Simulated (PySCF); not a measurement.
SMILES c1(C(F)(F)F)ccccc1[SiH3] (GFN2-xTB optimised geometry):

```
18

F     -2.915    -1.597    -0.268
C     -1.610    -1.717     0.020
F     -1.555    -2.321     1.225
F     -1.122    -2.611    -0.862
C     -0.872    -0.412     0.000
C     -1.606     0.767     0.012
C     -0.949     1.984     0.013
C      0.435     2.013     0.004
C      1.152     0.830     0.000
C      0.523    -0.412     0.000
Si     1.571    -1.996    -0.015
H     -2.685     0.730     0.018
H     -1.517     2.901     0.021
H      0.956     2.959     0.004
H      2.231     0.864    -0.002
H      1.589    -2.524    -1.377
H      2.915    -1.572     0.385
H      1.052    -2.959     0.950
```

Method: CAM-B3LYP/def2-SVP in PySCF.

Problem. What are the frontier orbital energies and the dipole moment?

Solution. HOMO-2 -10.62 eV, HOMO-1 -9.12 eV, HOMO -8.97 eV, LUMO 0.02 eV, LUMO+1 0.49 eV; dipole moment 2.68 D.

Meta-Löwdin charges at CAM-B3LYP/def2-SVP: F1 -0.26, C2 0.75, F3 -0.27, F4 -0.26, C5 -0.03, C6 -0.10, C7 -0.09, C8 -0.09, C9 -0.09, C10 -0.21, Si11 0.51, H12 0.12, H13 0.11, H14 0.11, H15 0.10, H16 -0.10, H17 -0.11, H18 -0.09.
